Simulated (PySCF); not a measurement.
# Spinor energies of Ti³⁺ (titanium, charge +3)

Start: [Ar] 3d1; 3d5/2 filled at m_j = +5/2. Calculated with PySCF 2.14 in x2c-TZVPall-2c (6s7p4d1f, 54 functions): generalised Hartree-Fock with the X2C-1e Hamiltonian and a Gaussian nucleus; one run each with spin-orbit coupling (SO) switched off, then screened by Boettger's factors. This is a chosen level, not necessarily the ground level.

```tsv
spinor shell	electrons	ε, spin-free (eV)	ε, screened SO (eV)	weight of nominal j (screened SO)	rms radius, screened SO (bohr)
1s1/2	2	-5051.5	-5051.5	1.000	0.0804
2s1/2	2	-623.44	-623.44	1.000	0.350
2p1/2	2	-519.12	-522.99	0.997	0.318
2p3/2	4	-519.12	-517.23	0.998	0.321
3s1/2	2	-111.62	-111.63	1.000	1.06
3p3/2	4	-81.044	-80.847	0.859	1.15
3p1/2	2	-81.044	-81.456	0.718	1.14
3d5/2	1	-43.193	-43.170	1.000	1.39
```

```json
{"quantity": "E (hartree)", "spin-free": "-851.07544", "screened SO": "-851.08117"}
{"quantity": "M_J", "spin-free": "5/2", "screened SO": "5/2"}
{"quantity": "⟨J²⟩", "spin-free": "8.754", "screened SO": "8.754"}
{"quantity": "⟨L²⟩", "spin-free": "6.004", "screened SO": "6.004"}
{"quantity": "⟨S²⟩", "spin-free": "0.751", "screened SO": "0.751"}
```

Each row is a mean over spinors that exchange with the open shell spreads, by up to 5.396 eV (3p3/2).

Rows whose weight is well below 1 are mixtures of j = l ± 1/2: exchange outweighs spin-orbit coupling there, and the label is only the starting occupation.

Without spin-orbit coupling the j labels of p, d and f shells carry no meaning; the spin-free column gives the mean over the occupied spinors of each nl shell.
